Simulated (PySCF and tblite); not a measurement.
Values are calculated unless marked as measured or tabulated.
# Dynamics report: rotation

System: B2Cl2H5N3, numbered as in [NH2:1][B:2]([NH2:3])[NH:4][B:5]([Cl:6])[Cl:7].

Motion: rotation about the B2–N4 bond (torsion N1–B2–N4–B5 from 0° to 180°, rising). Level: PBE0/pcSseg-1 + D3(BJ) on PBE0-D3(BJ)/def2-SVP stationary points, with GFN2-xTB thermal terms. Rates follow Eyring's equation with the number of equivalent paths and no tunnelling. Programs: tblite and PySCF.

```
 point  symmetry  E(GFN2) kcal/mol  E(DFT) kcal/mol  ZPE change kcal/mol  lowest mode cm⁻¹  dipole D
 start        Cs               0.0              0.0                 0.00                38      3.94
saddle        Cs               3.7              3.5                -0.33               56i      4.08
   end        Cs               0.0              0.0                 0.00                38      3.94
```

```json
{"Electronic barrier": "3.5 kcal/mol", "Barrier with zero-point energy": "3.2 kcal/mol", "ΔH‡ (298 K)": "2.8 kcal/mol", "ΔS‡ (298 K, symmetry apart)": "-3.2 cal/(mol K)", "Paths": "2 equivalent paths", "End point": "the same structure with atoms interchanged, or its mirror image", "Mean lifetime of the start against this motion at 298 K": "44 ps", "Cost": "3.7 min on 1 thread of Arm Neoverse N1, shared host (rough), peak memory 0.75 GiB, launched as `OMP_NUM_THREADS=1 python ens_run.py task.json out`"}
```

| T/K | ΔG‡ kcal/mol | k s⁻¹ |
| --- | --- | --- |
| 150 | 3.4 | 8.1×10⁷ |
| 200 | 3.5 | 1.4×10⁹ |
| 250 | 3.6 | 7.6×10⁹ |
| 298 | 3.7 | 2.3×10¹⁰ |
| 350 | 3.9 | 5.4×10¹⁰ |
| 400 | 4.1 | 1×10¹¹ |
| 500 | 4.4 | 2.4×10¹¹ |

ΔG and ΔG‡ leave out symmetry numbers and mirror images; rates count paths: 2 out.
